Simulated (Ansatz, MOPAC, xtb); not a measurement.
Spectroscopic constants of MnF, multiplicity 7 (the spin of the measured ground state). No spin–orbit coupling. Mn is treated without relativity.

The constants come from a fifth-degree fit in 1/R (seven points, main isotopes). Runs in def2 and cc sets follow the lowest solution found near the PBE0 minimum.

Run with Ansatz (Gaussian basis) for Hartree–Fock, density functionals and correlated methods; MOPAC for PM6 (differences of heats of formation); xtb for the GFN methods. Each number belongs to the level named beside it. The GFN methods have no spin term and hold the electronic entropy of 300 K.

| level | r_e (Å) | ω_e (cm⁻¹) | B_e (cm⁻¹) | α_e (cm⁻¹) | D_e (eV) | dipole (D) |
|---|---|---|---|---|---|---|
| PM6 | 1.873 | 605 | 0.340 | 0.0018 | - | - |
| GFN1-xTB | 1.832 | 447 | 0.356 | 0.0031 | - | - |
| SVWN5/def2-TZVPP | 1.793 | 648 | 0.371 | 0.0029 | 5.91 | 1.90 |
| PBE/def2-TZVPP | 1.830 | 608 | 0.357 | 0.0028 | 5.24 | 2.09 |
| r2SCAN/def2-TZVPP | 1.823 | 629 | 0.359 | 0.0027 | 5.25 | 2.32 |
| B97M-V/def2-TZVPP | 1.828 | 623 | 0.358 | 0.0028 | 4.89 | 2.64 |
| B3LYP/def2-TZVPP | 1.838 | 612 | 0.354 | 0.0027 | 4.58 | 2.60 |
| PBE0/def2-TZVPP | 1.829 | 621 | 0.357 | 0.0027 | 4.81 | 2.57 |
| BHLYP/def2-TZVPP | 1.841 | 622 | 0.352 | 0.0026 | 4.12 | 2.98 |
| CAM-B3LYP/def2-TZVPP | 1.829 | 626 | 0.357 | 0.0027 | 4.70 | 2.59 |
| wB97X-V/def2-TZVPP | 1.832 | 624 | 0.356 | 0.0026 | 4.74 | 2.45 |
| wB97M-V/def2-TZVPP | 1.835 | 621 | 0.354 | 0.0026 | 4.49 | 2.54 |
| B2PLYP/def2-TZVPP | 1.839 | 613 | 0.353 | 0.0027 | - | - |
| CCSD/def2-TZVPP | 1.840 | 620 | 0.353 | 0.0027 | 4.38 | - |
| CCSD/def2-QZVPP | 1.832 | 637 | 0.356 | 0.0028 | 4.58 | - |
| CCSD(T)/def2-TZVPP | 1.838 | 620 | 0.353 | 0.0027 | 4.44 | - |
| CCSD(T)/def2-QZVPP | 1.831 | 636 | 0.356 | 0.0028 | 4.67 | - |
| CCSD(T)/CBS(def2-TZVPP, def2-QZVPP) | 1.824 | 647 | 0.359 | 0.0029 | - | - |

D_e counts from each atom's lowest state at the same level, without counterpoise or zero-point energy.

Correlated levels freeze the inner cores; with def2 sets outer-core shells near the valence are correlated too. CBS: X⁻³ extrapolation of the correlation energy, Hartree–Fock from the larger set. The state that PM6 reach isn't checked.

Measured for the ground state: D_0 4.576 ± 0.078 eV (a handbook's tabulated 298 K bond energy less 3RT/2; such tables hold older values) [Luo, bond dissociation energies, CRC Handbook].

Ansatz is a first-principles code.
